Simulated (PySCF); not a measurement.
oxepine (C6H6O), SMILES C1=CC=CC=CO1.

Geometry optimised at PBE-D3(BJ)/def2-SVP.

Calculation: SMD-ωB97X/def2-SVP in PySCF.

Solvation free energies are E(SMD) − E(gas) at the gas-phase geometry, for 1 M in both phases. In vacuum the dipole moment is 1.42 D.

Estimate the solvation free energies in water, 1-octanol, diethylether. (An estimate is asked for; the answer gives what the named calculation found.)


```tsv
solvent	ΔG(solv) (kcal/mol)	its non-electrostatic (CDS) part	dipole (D)
water	-2.1	3.9	1.92
1-octanol	-3.9	0.9	1.81
diethylether	-5.1	-2.0	1.63
```
